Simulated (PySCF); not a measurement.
## A thermochemical cycle for GeAs

PBE0 in PySCF with def2-TZVPPD on every atom, for the lowest determinant that a PBE0 search found; no spin–orbit coupling. GeAs, a doublet (π ↑), has De = 3.08 eV to neutral atoms, and GeAs⁺, a triplet (π ↑↑), has De = 2.76 eV to Ge⁺ + As.

The adiabatic ionisation energy of GeAs, between the minima, is 8.26 eV.

Which ionisation energy of the Ge atom does this level give?

IE(Ge) = IE(molecule) + De(ion) − De(neutral) = 8.26 + 2.76 − 3.08 = 7.94 eV; the measured value is 7.899 eV (NIST ASD).

Spin–orbit coupling is left out. For an ion De counts to the pair picked by the measured ionisation energies or electron affinities, which need not be the lowest pair at this level. States were picked by a PBE0 search and need not be the measured ground states.
